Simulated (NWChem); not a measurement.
System: BeHF; SMILES [F][BeH]

Give the equilibrium geometry at PBE-D3(BJ)/def2-SVP (NWChem) as a list of bonds and angles, with the point group.

point group C*v; any orientation.
Bonds (Å): Be1–H2 1.338, Be1–F3 1.401. Bond angles (°): H2–Be1–F3 180.0.
